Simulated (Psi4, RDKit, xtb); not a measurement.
Torsional profile of C13H11N, SMILES c1cnc(cc1)C=Cc1ccccc1. Scanned: dihedral C1–C2–C3–N8; all other coordinates were relaxed at GFN2-xTB. Points at φ and −φ are mirror images. Heavy atoms are numbered in the order of the SMILES C(=Cc1ccccn1)c1ccccc1, hydrogens after them in the order of the atoms that carry them; the mirror image has the same energies with the sign of each dihedral reversed.

Methods: GFN1-xTB // GFN2-xTB (xtb); UFF // GFN2-xTB (RDKit); PBE-D3(BJ)/def2-SVP // GFN2-xTB (Psi4).

Energies relative to the lowest point of each profile, in kcal/mol:

```json
[
 {"φ / °": "-150", "GFN1-xTB": "1.9", "UFF": "2.2"},
 {"φ / °": "-105", "GFN1-xTB": "5.6", "UFF": "5.9"},
 {"φ / °": "-45", "GFN1-xTB": "2.8", "UFF": "2.0"},
 {"φ / °": "-30", "GFN1-xTB": "1.3", "UFF": "0.8"},
 {"φ / °": "15", "GFN1-xTB": "0.3", "UFF": "0.2"},
 {"φ / °": "45", "GFN1-xTB": "2.8", "UFF": "2.0"},
 {"φ / °": "60", "GFN1-xTB": "4.5", "UFF": "3.8"},
 {"φ / °": "120", "GFN1-xTB": "4.3", "UFF": "4.3"},
 {"φ / °": "135", "GFN1-xTB": "2.9", "UFF": "2.9"},
 {"φ / °": "150", "GFN1-xTB": "1.9", "UFF": "2.2"},
 {"φ / °": "165", "GFN1-xTB": "1.3", "UFF": "2.5"},
 {"φ / °": "180", "GFN1-xTB": "1.2", "UFF": "2.9"}
]
```

Question: Estimate the PBE-D3(BJ)/def2-SVP values at these points.

Answer: -150: 2.7; -105: 8.4; -45: 4.4; -30: 2.1; 15: 0.6; 45: 4.4; 60: 7.0; 120: 6.2; 135: 4.2; 150: 2.7; 165: 1.8; 180: 1.5 (kcal/mol).
